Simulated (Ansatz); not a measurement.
`[NH2][Al]([OH])[F]` + `O[SiH](F)[SiH3]` → `[NH2][Al]([F])[F]` + `O[SiH](O)[SiH3]`  (redistribution)

Program: Ansatz. Geometries: PBE0-D4/def2-TZVP. ΔE: electronic, gas phase. CCSD(T)/CBS adds triple-zeta CCSD(T) − MP2 to the extrapolated MP2 energy (def2 sets, frozen cores). This one scheme is used for every species. Functionals use def2-TZVPP. One conformer a species, not always the lowest.

```tsv
level	ΔE (kcal/mol)	difference from CCSD(T)/CBS
revPBE-D4	-2.8	-0.6
BLYP-D4	-2.2	0.0
BHLYP-D4	-1.8	0.4
ωB97M-V	-2.0	0.2
B2PLYP	-2.0	0.2
BLYP	-1.8	0.4
r2SCAN	-2.0	0.2
LC-ωPBE	-2.1	0.1
CCSD(T)/def2-SVP	-3.7	-1.5
HF/def2-TZVPP	-1.2	1.0
CCSD(T)/CBS	-2.2	0
```

Largest T1 diagnostic among the species: 0.013.

In def2-TZVPP, CCSD(T) changes the Hartree–Fock value by −1.0 kcal/mol (the triples alone add −0.2 kcal/mol) and MP2 by −1.2 kcal/mol. At CCSD(T), def2-SVP lies −1.5 kcal/mol from the extrapolated value and def2-TZVPP −0.1 kcal/mol. Leaving LDA and LC-ωPBE aside and taking each functional with its dispersion term where it has one, the values, not all of them listed here, spread over 1.0 kcal/mol, from revPBE-D4 to CAM-B3LYP-D4.
